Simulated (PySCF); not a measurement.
Radial density of In²⁺ (indium, charge +2)

r2SCANh, [Kr] 4d10 5s1, 2S determinant. All numbers are calculated (PySCF 2.14, a scalar-relativistic core potential, in aug-cc-pVQZ-PP with one added diffuse shell each of s, p, d, f, g type with ECP28MDF (8s8p6d4f3g, 117 functions)). This is the valence pseudo-density: the core potential removes the inner electrons and smooths the orbitals near the nucleus.

| r (bohr) | 4πr²ρ (e/bohr) | 4πr²(ρα − ρβ) |
| --- | --- | --- |
| 0.00806 | 1.006e-05 | 0.0000 |
| 0.0136 | 2.257e-05 | 0.0000 |
| 0.0228 | 4.612e-05 | 0.0000 |
| 0.0384 | 8.728e-05 | 0.0000 |
| 0.0645 | 0.0002497 | 0.0000 |
| 0.109 | 0.001886 | 0.0000 |
| 0.183 | 0.02585 | -0.0001 |
| 0.307 | 0.5119 | 0.0012 |
| 0.516 | 8.266 | 0.0554 |
| 0.869 | 21.53 | -0.0422 |
| 1.46 | 7.324 | 0.3119 |
| 2.46 | 1.014 | 0.5161 |
| 4.13 | 0.05452 | 0.0498 |
| 6.95 | 0.0001145 | 0.0001 |

Energies and moments cover only the electrons outside the core potential.

Q: Where is the radial spin density 4πr²(ρα − ρβ) most negative, and why is it negative at all?

A: Around r = 0.869 bohr, down to -0.0422 e/bohr: exchange with the open shell polarises the paired shells in an unrestricted calculation.
